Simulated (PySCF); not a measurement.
Successive ionisation energies of one element at GMP2 (screened spin-orbit), starting from the ion with 22 electrons. Calculated with PySCF 2.14, two-component X2C-1e (Gaussian nucleus, no Breit or QED terms), each ion in its own even-tempered basis; GMP2 freezes the deep shells of the larger ions and drops the highest virtual spinors; eV.

5470.4, 5612.2, 5768.2, 5913.4, 6319.9, 6446.6, 6584.7, 6713.6, 7283.3, 7430.3, 7721.0, 7858.3

(1) Which element is it?

## Answers

(1) Iridium (Ir, Z = 77); the list starts at Ir⁵⁵⁺. The hydrogenic estimate 13.606 eV × (q + 1)²/n² with q = 55 and n = 3 gives 4740.8 eV for the first entry, a lower bound because the other electrons screen the nucleus only in part.
